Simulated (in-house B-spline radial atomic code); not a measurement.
# Ionising P7+ with different functionals

Computed with a radial B-spline atomic code at the basis-set limit: non-relativistic Hamiltonian, point nucleus, spin-polarised at highest spin, spherical fractional occupations for the functionals, and exact exchange of hybrids averaged over the configuration. The ionisation energy is the difference of two self-consistent energies, [He] 2s2 2p4 → [He] 2s2 2p3, without Breit or QED terms; ε is the level of the shell that loses the electron (its least bound occupied spin orbital).

```json
{"method": "PBE0", "rung": "global hybrid", "ΔSCF (eV)": "308.82", "-ε(2p) (eV)": "292.44"}
{"method": "B3LYP", "rung": "global hybrid", "ΔSCF (eV)": "309.25", "-ε(2p) (eV)": "291.53"}
{"method": "TPSSh", "rung": "global hybrid", "ΔSCF (eV)": "?", "-ε(2p) (eV)": "?"}
{"method": "M06-2X", "rung": "global hybrid", "ΔSCF (eV)": "309.82", "-ε(2p) (eV)": "299.61"}
{"method": "BHandHLYP", "rung": "global hybrid", "ΔSCF (eV)": "309.13", "-ε(2p) (eV)": "298.76"}
{"method": "r2SCAN0", "rung": "global hybrid", "ΔSCF (eV)": "307.66", "-ε(2p) (eV)": "292.17"}
{"method": "B97-1", "rung": "global hybrid", "ΔSCF (eV)": "308.86", "-ε(2p) (eV)": "291.51"}
{"method": "HSE06", "rung": "range-separated hybrid", "ΔSCF (eV)": "308.93", "-ε(2p) (eV)": "292.13"}
{"method": "wB97X", "rung": "range-separated hybrid", "ΔSCF (eV)": "308.52", "-ε(2p) (eV)": "293.94"}
{"method": "CAM-B3LYP", "rung": "range-separated hybrid", "ΔSCF (eV)": "309.09", "-ε(2p) (eV)": "293.44"}
{"method": "LC-wPBE", "rung": "range-separated hybrid", "ΔSCF (eV)": "?", "-ε(2p) (eV)": "?"}
```

(1) What does LC-wPBE give?

(2) What does TPSSh give?

(3) Among the functionals, which spreads more, the ΔSCF values or the orbital energies?

(4) How do they compare with the NIST value?

## Answers

(1) ΔSCF 308.92 eV, and -ε(2p) = 292.39 eV.

(2) ΔSCF 308.28 eV, and -ε(2p) = 288.66 eV.

(3) The orbital energies: ΔSCF values span about 2.15 eV and the orbital energies 10.95 eV; here energy differences depend much less on the functional than eigenvalues do.

(4) NIST lists 309.6 eV ± 0.1 (semi-empirical, ground level to ground level). Errors run from -1.94 to +0.22 eV; M06-2X is closest (+0.22 eV), but part of that can be cancellation, since the calculations leave out relativity, Breit-QED terms, multiplet and fine-structure energies.
